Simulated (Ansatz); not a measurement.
Mulliken charges of `[AlH]1[SiH2][GaH][S]1` from r2SCAN/def2-TZVPP in Ansatz (PBE0-D4/def2-TZVP geometry).

| atom | x (Å) | y (Å) | z (Å) | charge (e) |
| --- | --- | --- | --- | --- |
| Al1 | -0.484 | 1.052 | -1.189 | 0.440 |
| Si2 | 0.923 | 0.468 | 0.717 | -0.086 |
| Ga3 | -0.462 | -1.492 | 0.464 | 0.282 |
| S4 | -1.591 | -0.833 | -1.367 | -0.349 |
| H5 | -0.746 | 2.283 | -2.150 | -0.139 |
| H6 | 0.811 | 1.204 | 2.008 | -0.060 |
| H7 | 2.368 | 0.209 | 0.449 | -0.056 |
| H8 | -0.820 | -2.891 | 1.068 | -0.032 |

By hand: the dipole of these point charges (1 e Å = 4.8032 D).

Σ q r = (0.081, -0.016, 0.142) e Å, of length 0.164 e Å = 0.79 D.

How does the dipole of the full density compare? (Best estimate.)

Computed: (0.203, 0.092, 0.192) e Å, 1.41 D; the point charges give 0.56 times that, at 29° from its direction.

Point charges leave out the atoms' own dipoles, such as those of lone pairs, and Mulliken's split depends on the basis, so the two needn't agree.
